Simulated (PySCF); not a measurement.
**From computed data to an observable: oscillator strength and radiative lifetime**

C4H10Sn, SMILES [SnH2]([CH2]C)[CH]=C.

Geometry: B3LYP-D3(BJ)/def2-SVP. The def2 effective core potentials stand for the cores of Sn; spin–orbit coupling is left out. One conformer was computed; it need not be the lowest.

TDA-PBE/def2-SVPD run with PySCF puts the first singlet state with f over 0.02 at 5.37 eV (vertical), with the transition dipole (-0.665, 0.006, -0.020) in atomic units.

**Question.** Find the oscillator strength, the wavelength and the radiative lifetime that this transition would have in vacuum if emission retraced absorption.

**Answer.** 
|μ|² = 0.4427 au, so |μ| = 1.69 D. ΔE = 5.37/27.211 = 0.1973 hartree. f = (2/3) ΔE |μ|² = 0.058 (the program prints 0.058).
λ = 1239.84/5.37 = 231 nm; ν = 43312 cm⁻¹.
Einstein's coefficient A = 0.6670 ν² f s⁻¹ (ν in cm⁻¹) = 7.3e7 s⁻¹, so τ = 1/A = 14 ns. This state is S1. The figure is the radiative limit of this one transition; relaxation, internal conversion, crossing to triplets and a medium change what is measured.
